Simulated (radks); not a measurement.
H, configuration 1s1 (the NIST ground configuration).

Calculated with a radial shooting solver on a logarithmic mesh with Libxc functionals: non-relativistic Kohn-Sham, LDA (Slater exchange, Perdew-Wang correlation), spin-unpolarised, spherical densities, point nucleus; without spin polarisation the odd electron is poorly described.

Energy parts (hartree):
total: -0.44567
kinetic: 0.42486
electron-nucleus: -0.92082
Hartree: 0.28277
exchange-correlation: -0.23248

Orbitals (lengths in bohr, moments of r in powers of bohr):
orbital  occ.  eigenvalue (hartree)  <r^4>
1s          1              -0.23346  39.18

The highest occupied level is 1s at -6.353 eV. The electron density at the nucleus is 0.2729 e/bohr^3.
